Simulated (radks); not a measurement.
Values are calculated unless marked as measured or tabulated.
Problem. The nitrogen anion N2-, [He] 2s2 2p5, held by a Watson sphere: a shell of charge +2 at radius R that stands for the Madelung well of a crystal (potential energy -2/R inside, -2/r outside, in hartree with lengths in bohr). Level of theory: scalar-relativistic Kohn-Sham, LDA (Slater exchange, VWN5 correlation), spin-polarised, spherical densities, point nucleus; open shells are filled with parallel spins first (a radial shooting solver on a logarithmic mesh with Libxc functionals). Response by self-consistent Sternheimer equations with the Hartree and adiabatic LDA kernel, the relativistic mass of each level held fixed and spin-orbit coupling left out. The sphere does not respond.

| R (bohr) | e(2s down) (eV) | e(2p up) (eV) | e(2p down) (eV) | <r> 2p (bohr) | sum of <r^2> (bohr^2) | X-ray form factor at sin(theta)/lambda = 0.2 1/angstrom | alpha (bohr^3) |
|---|---|---|---|---|---|---|---|
| 1.99 | -17.544 | -7.679 | -6.703 | 1.724 | 23.56 | 5.013 | 17.53 |
| 2.04 | -17.352 | -7.531 | -6.563 | 1.741 | 23.97 | 4.985 | 18.38 |
| 2.7 | -15.258 | -5.834 | -4.934 | 1.960 | 29.41 | 4.726 | 34.11 |
| 3.08 | -14.379 | -5.071 | -4.187 | 2.090 | 32.66 | 4.646 | 48.45 |
| 3.66 | -13.379 | -4.172 | -3.285 | 2.307 | 37.97 | 4.584 | 82.57 |
| 3.67 | -13.365 | -4.159 | -3.272 | 2.311 | 38.07 | 4.583 | 83.34 |
| 3.93 | -13.020 | -3.848 | -2.947 | 2.423 | 40.66 | 4.570 | 106.3 |

Estimate the row for R = 2.83 bohr.

Solution. e(2s down) (eV) -14.933; e(2p up) (eV) -5.556; e(2p down) (eV) -4.663; <r> 2p (bohr) 2.004; sum of <r^2> (bohr^2) 30.51; X-ray form factor at sin(theta)/lambda = 0.2 1/angstrom 4.695; alpha (bohr^3) 38.48.
